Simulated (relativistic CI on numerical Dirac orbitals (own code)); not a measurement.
Crystal-field levels of Pt2+, 5d8

Calculated by Dirac-Coulomb-Breit CI, KLI orbitals optimised for each configuration, a model potential for QED, one configuration in a parametric crystal field, unscaled Slater integrals (own radial code). With so little scaling, terms lie 10 to 35 % too far apart, which can change the order of excited levels.

Field parameters in Wybourne normalisation: D3d B²₀ = −7Dσ, B⁴₀ = −14Dq − 21Dτ, B⁴₃ = −14√(10/7) Dq. The field is a parameter set, without covalency.

S is read from ⟨S²⟩ = S(S + 1).

Levels (cm⁻¹, degeneracy): 0 (1), 4 (2), 12917 (2), 24437 (1), 30837 (2), 31030 (2), 31106 (1), 33487 (2), 33805 (1), 35645 (1), 42159 (1), 42492 (2).

Q: Which field gives this pattern?
A. D3d, 10Dq = 31700, Dσ = -980, Dτ = 130 cm⁻¹
B. D3d, 10Dq = 31700, Dσ = 1200, Dτ = 130 cm⁻¹
C. D3d, 10Dq = 31700, Dσ = -110, Dτ = 130 cm⁻¹
D. D3d, 10Dq = 31700, Dσ = 760, Dτ = 130 cm⁻¹

A: C. D3d, 10Dq = 31700, Dσ = -110, Dτ = 130 cm⁻¹, ground level with S = 1.00.
